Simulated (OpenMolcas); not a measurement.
# 3d⁴ along the 22-electron sequence

| Item | Value |
| --- | --- |
| Program | OpenMolcas |
| Method | MS-CASPT2, IPEA 0.25 Eh, imaginary shift 0.1 Eh |
| Basis | ANO-RCC-VTZP |
| Scalar Hamiltonian | DKH2, point nucleus |
| Spin-orbit coupling | state interaction with AMFI integrals over the reference wave functions, term energies averaged over their components |

Active space for each ion: 4 electrons in 5 orbitals (3d); closed shells correlated by CASPT2: 3s 3p.

Computed levels in cm-1 above ⁵D₀:

```
                               Level     V+   Cr2+   Mn3+   Fe4+   Co5+   Ni6+   Cu7+
                                 ⁵D₁   39.7   66.0    103    154    221    294    397
                                 ⁵D₂    118    195    303    452    644    850   1136
                                 ⁵D₃    231    383    591    877   1241   1625   2150
                                 ⁵D₄    376    624    957   1411   1985   2580   3380
                              ³P₀(1)  10770  16780  20800  24570  28460  30560  33290
                              ³P₁(1)  11000  17170  21420  25490  29780  32300  35610
                              ³P₂(1)  11430  17870  22490  27050  31960  35090  39200
                                 ³H₄  12240  17530  21570  25410  29600  32260  35530
                                 ³H₅  12320  17670  21790  25740  30100  32930  36460
weight of ⁵D in the lowest level (%)    100    100    100    100    100     99     99
```

Measured, with the error of the calculation in %. Measured levels: V+ from NIST Handbook of Basic Atomic Spectroscopic Data; Cr2+ from Sugar and Corliss, J. Phys. Chem. Ref. Data 6, 317 (1977); Mn3+ from Corliss and Sugar, J. Phys. Chem. Ref. Data 6, 1253 (1977); Fe4+ from Corliss and Sugar, J. Phys. Chem. Ref. Data 11, 135 (1982); Co5+ from Sugar and Corliss, J. Phys. Chem. Ref. Data 10, 1097 (1981); Ni6+ from Corliss and Sugar, J. Phys. Chem. Ref. Data 10, 197 (1981).

```tsv
Level	V+	Cr2+	Mn3+	Fe4+	Co5+	Ni6+
⁵D₁	36.0 (+10.1)	62.2 (+6.0)	99.0 (+3.7)	142 (+8.5)	204 (+8.5)	279 (+5.5)
⁵D₂	107 (+10.2)	183 (+6.6)	287 (+5.5)	417 (+8.3)	589 (+9.4)	804 (+5.8)
⁵D₃	209 (+10.5)	357 (+7.4)	552 (+7.0)	803 (+9.2)	1125 (+10.4)	1520 (+6.9)
⁵D₄	339 (+11.0)	576 (+8.3)	886 (+8.1)	1283 (+10.0)	1782 (+11.4)	2392 (+7.7)
³P₀(1)		16771 (0)	20654 (+0.7)	24055 (+2.2)	27166 (+4.8)	30077 (+1.6)
³P₁(1)		17169 (0)	21279 (+0.7)	24973 (+2.1)	28462 (+4.6)	31836 (+1.5)
³P₂(1)		17851 (+0.1)	22325 (+0.7)	26468 (+2.2)	30506 (+4.8)	34555 (+1.5)
³H₄		17274 (+1.5)	21281 (+1.4)	24932 (+1.9)	28377 (+4.3)	31672 (+1.9)
³H₅		17397 (+1.6)	21475 (+1.5)	25226 (+2.0)	28806 (+4.5)	32286 (+2.0)
```

The fine-structure level ⁵D₄ changes by a factor of 8.99 from V+ to Cu7+. Its fourth root runs 4.40, 5.00, 5.56, 6.13, 6.67, 7.13, 7.62, with steps per unit of Z of 0.59, 0.56, 0.57, 0.55, 0.45, 0.50; equal steps would mean a (Z - σ)^4 law with constant σ.

³P₀(1) changes by a factor of 3.09 over the same range, with steps per unit of Z of +6010, +4020, +3770, +3890, +2100, +2730 cm-1.

CASPT2 does not keep the components of a term degenerate, so their means are used; among the terms shown or strongly mixed into the levels shown the widest spread is 740 cm-1 (3d⁴ ³H, V+). The CASPT2 spread within a term exceeds the gap to the next term for 3d⁴ ³P(1) and 3d⁴ ³H, so the order of their levels is uncertain (figures for Cr2+; the like holds for Mn3+, Fe4+). Some high roots are left out of the spin-orbit mixing, which shifts the levels that they would mix with (holds for V+). Measured partners are found by configuration, term and J. A level has none where our copy of the source lacks it or the pairing is in doubt (some pairs that miss far off the trend of their configuration count as doubtful), and it then counts in no deviation. Levels of configurations outside the active space are missing.

A number in round brackets counts repeated terms of one configuration in the order of the reference energies.
